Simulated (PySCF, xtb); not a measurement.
Cd(Br)(Et) (C2H5BrCd), SMILES [Cd]([CH2]C)[Br]. Other conformers were not sampled.

Harmonic wavenumbers (cm⁻¹) from GFN2-xTB run with xtb at its own minimum, in rising order: 34, 50, 177, 201, 230, 402, 615, 924, 974, 1045, 1159, 1219, 1408, 1455, 1474, 1494, 2933, 2936, 2955, 2966, 2975.

### Question
What does PBE-D3(BJ)/def2-SVP run with PySCF 2.14.0 give at its own minimum? (Estimate from the structure and the level; the computed values follow.)

### Answer
60, 82, 207, 238, 254, 473, 628, 912, 937, 1022, 1138, 1199, 1345, 1391, 1422, 1424, 2953, 2992, 3031, 3044, 3063. Paired by order, the mean absolute difference is 44 cm⁻¹ and the zero-point energies are 39.5 and 39.8 kcal/mol.
